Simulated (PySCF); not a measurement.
# Ga²⁺: excitation energy

Ga²⁺ [Ar] 3d10 4s1 (2S) → Ga²⁺ [Ar] 3d10 4p1 (2P), as a difference of total energies. Calculation: PySCF 2.14, in aug-cc-pVTZ-PP with one added diffuse shell each of s, d, f type with ECP10MDF (7s5p5d3f, 68 functions); a scalar-relativistic core potential. The calculations carry no spin-orbit coupling.

```
   method  excitation energy (cm⁻¹)
      UHF                     63575
      LDA                     68018
      PBE                     66035
     PBE0                     65573
   r2SCAN                     65787
     BP86                     66023
CAM-B3LYP                     67195
  wB97X-V                     65760
```
